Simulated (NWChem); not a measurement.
# CH$_{5}$FGaN; SMILES [CH3][Ga]([NH2])[F]

```xyz
9

Ga     0.0139    -0.0014     0.0000
F     -1.6394     0.6159     0.0000
C      0.2877    -1.9264     0.0000
H     -0.1870    -2.3677     0.8889
H      1.3552    -2.1875     0.0000
H     -0.1870    -2.3677    -0.8889
N      1.2096     1.3467     0.0000
H      2.2146     1.2327     0.0000
H      0.9332     2.3207     0.0000
```
Atoms are numbered in this order, from 1.

Structure relaxed at the PBE0/def2-SVP level.

Symmetry labels are those of Cs in the frame above (b1 and b2, or b-type labels, depend on it). States above −ε(HOMO) = 6.2 eV lie in this functional's continuum and hang on the basis.

List the 4 lowest vertical singlet excitations from PBE/def2-SVPD, TDA (NWChem).


```
state  energy (eV)  oscillator strength  symmetry  leading excitation (squared amplitude)
-----  -----------  -------------------  --------  --------------------------------------
S1            5.17                0.041        a"                      HOMO → LUMO (0.99)
S2            6.25                0.045        a'                    HOMO → LUMO+1 (0.77)
S3            6.73                0.013        a"                    HOMO → LUMO+2 (0.93)
S4            6.73                0.254        a'                    HOMO−1 → LUMO (0.76)
```
